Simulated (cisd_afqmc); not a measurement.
Input (AFQMC/CISD/cc-pVDZ; cisd_afqmc is a phaseless AFQMC code with CISD trial states that reads the integrals written by Ansatz):

Ansatz 0.2 input:
```python
import cisd_afqmc

open("ham.yaml", "w").write("""\
crystal:
  periodic: [false, false, false]
  atoms:
    - {symbol: B, position_ang: [-1.19303734, -0.04108608, -0.71630069]}
    - {symbol: C, position_ang: [0.09240153, 0.00318214, 0.05547796]}
    - {symbol: C, position_ang: [1.12895376, 0.03887915, 0.67782485]}
    - {symbol: H, position_ang: [2.04054439, 0.07027271, 1.22514469]}
    - {symbol: H, position_ang: [-1.94233044, 0.88176494, -0.67495903]}
    - {symbol: H, position_ang: [-1.46115903, -0.99897505, -1.36849910]}
basis:
  gaussian:
    orbitals: cc-pVDZ
magnetization: {spin_polarized: false}
correlation: {method: ccsd, electrons: outside_noble_gas, hamiltonian_folder: ham}
""")
rep = cisd_afqmc.ansatz("ham.yaml")
e_ccsd = rep["correlation"]["coupled_cluster"]["energy"]["hartree"]
out = cisd_afqmc.run("ham", e_ccsd, trial="CISD", walkers=100, populations=8, threads=8, dt=0.005, steps=40, early=24, settle=10, least=32,
    cut=5e-5, rank_cut=2e-4, target=0.0004, seconds=1500, seed=1, memory=17280, gpu=False)
```

Output:

```
orbitals 54, occupied [7], factors 319 of 527, rank of the doubles 151 of 329
E(HF) = -102.095750
E(CCSD) on the cut factors = -102.453115, shift to the whole factors -0.000013
Energy of the trial state on the determinant = -102.453095
  tau behind 7.2 of longer steps, mean of the populations' last blocks
   2.0  -102.46809
   4.0  -102.46658
   6.0  -102.47051
   8.0  -102.47069
  10.0  -102.47013
  12.0  -102.46896
  14.0  -102.46882
  16.0  -102.46738
  18.0  -102.47177
  20.0  -102.47012
  22.0  -102.47007
  24.0  -102.46834
  26.0  -102.46945
  28.0  -102.46799
  30.0  -102.46960
blocks 1456 (2 outliers left out), error by blocks joined: 1: 0.00020, 2: 0.00025, 4: 0.00031, 8: 0.00038, 16: 0.00040
E(AFQMC/CISD) = -102.46946 +/- 0.00040
```
